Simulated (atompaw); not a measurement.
# O (Z = 8): PAW (atompaw) pseudisation with PBE, scalar-relativistic reference atom.

| Property | Result |
| --- | --- |
| Element | oxygen |
| Generator | atompaw 4.2.0.5 |
| Type | PAW |
| Functional | PBE |
| Relativity | scalar-relativistic |
| Frozen core | [He] |
| Valence charge | 6 |
| Reference configuration | 2s2 2p4 |
| Partial waves | 2s (bound): rc 1.25 bohr; 2s channel at -1.2 Ry: rc 0.80 bohr; 2p (bound): rc 1.25 bohr; 2p channel at 3.4 Ry: rc 1.25 bohr; 3d channel at 0.4 Ry: rc 1.25 bohr |
| Local potential | vpsmatchnc scheme with l = 3 at 0 Ry, radius 1.00 bohr |
| Core correction | smooth core density matched at 0.80 bohr |
| Augmentation charge | besselshape compensation charge, radius 0.90 bohr; PAW radius 1.25 bohr; waves and projectors: custom polynom gramschmidtortho |

Poles of the logarithmic derivatives, all-electron (AE) and pseudo (PS). s: poles at 2.1 (AE) and 2.1 (PS) Ry. p: poles at 2.3 (AE) and 2.3 (PS) Ry. d: poles at no energy (AE) and 1.8 (PS) Ry. Test radius 1.25 bohr.

* Cutoffs needed: 45 Ry and 80 Ry (the cutoffs (Ry, on a coarse ladder) from which the occupation-weighted sum of valence levels, in a spherical-Bessel basis at the reference potential, stays within 10 and 1 mRy of its value at 400 Ry)
* Ghost test: no extra level below or beside the all-electron valence levels (s, p, d, f tested) (spherical-Bessel basis up to 400 Ry, 20 bohr box)
* Lowest eigenvalue of the overlap operator: 0.01 (s channel)
* Overlap eigenvalues printed by atompaw (projector basis): 0.0338, 0.591, 4.82, 42.2, 4.57e+04
* Share of each valence orbital outside the PAW sphere: 2s 34 %, 2p 41 %
